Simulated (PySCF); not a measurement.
A structure optimised at PBE0-D3(BJ)/def2-SVP, used in a PySCF frequency run:

```
Mo
N 1 1.7200
H 2 1.0169 1 160.06
N 1 1.7243 2 111.03 3 0.36
H 4 1.0185 1 153.05 2 5.33
O 1 1.8644 2 111.18 3 -121.37
C 6 1.3923 1 139.79 2 112.04
H 7 1.1028 6 109.26 1 141.51
H 7 1.1037 8 108.08 6 -120.30
H 7 1.1044 8 108.50 9 -117.71
S 1 2.3595 2 103.14 3 115.35
H 11 1.3530 1 94.94 2 -159.04
```
Charge 0, spin multiplicity 1.

Problem. Write its SMILES and formula.

Solution. C[O][Mo](=[NH])(=[NH])[SH], CH6MoN2OS

Problem. What are its rotational constants (standard atomic weights)?

Solution. 2.7641, 1.3857, 1.2239 GHz
